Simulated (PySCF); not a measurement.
Br₃In (SMILES [Br][In]([Br])[Br]), singlet, geometry from GFN2-xTB (such geometries of metal compounds can be far from the true shape) (core potentials on In).

Here is a job for PySCF.
```python
from pyscf import gto, scf, dft

mol = gto.Mole()
mol.atom = '''
    In   -0.000000   -0.000000   -0.000000
    Br   -1.988817   -1.488447   -0.194303
    Br    0.006465    2.223711   -1.124139
    Br    1.982352   -0.735264    1.318441
'''
mol.basis = 'def2-tzvp'
mol.ecp = {'In': 'def2-tzvp'}
mol.charge = 0
mol.spin = 0
mol.verbose = 4
mol.build()

mf = dft.RKS(mol)
mf.xc = 'r2scan'
mf = mf.density_fit(auxbasis='def2-universal-jkfit')
mf.kernel()
mf.analyze()
```

**Question.** What is the computed HOMO energy (DF-R2SCAN/def2-TZVP (PySCF))?

**Answer.** -7.79 eV

**Question.** Give the total energy at the level DF-R2SCAN/def2-TZVP.

**Answer.** -7912.8019 Eh

**Question.** Estimate the dipole moment that DF-R2SCAN/def2-TZVP returns for this input.

**Answer.** 0.00 D

**Question.** Give the HOMO-LUMO gap at the level DF-R2SCAN/def2-TZVP.

**Answer.** 3.75 eV
